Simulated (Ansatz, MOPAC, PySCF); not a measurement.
Molecule: CH2F, net charge 1, singlet state. SMILES of the parent species: [CH2]F
Geometry: optimised at B3LYP-D3(BJ)/def2-TZVP (Ansatz, a quantum-chemistry and plane-wave program).

Unscaled harmonic wavenumbers (cm⁻¹) in rising order, each level at the stationary point that it reaches from this structure (no distance between atoms moves by over 0.3 Å); the order of modes can differ between levels, and a negative number is imaginary. B3LYP-D3(BJ)/def2-TZVP (PySCF, at the structure above): 1244, 1288, 1442, 1596, 3032, 3195.

AM1 (MOPAC): 1134, 1184, 1339, 1577, 2960, 2970. Zero-point energy 16.0 against 16.9 kcal/mol; where all levels lie over 400 cm⁻¹, the wavenumbers are on average 0.942 times those of B3LYP-D3(BJ)/def2-TZVP.

PM7 (MOPAC): 1059, 1170, 1278, 1580, 2484, 2508. Zero-point energy 14.4 against 16.9 kcal/mol; where all levels lie over 400 cm⁻¹, the wavenumbers are on average 0.873 times those of B3LYP-D3(BJ)/def2-TZVP.

B3LYP/6-31G* (Ansatz): 1250, 1283, 1445, 1618, 3093, 3257. Zero-point energy 17.1 against 16.9 kcal/mol; where all levels lie over 400 cm⁻¹, the wavenumbers are on average 1.009 times those of B3LYP-D3(BJ)/def2-TZVP.
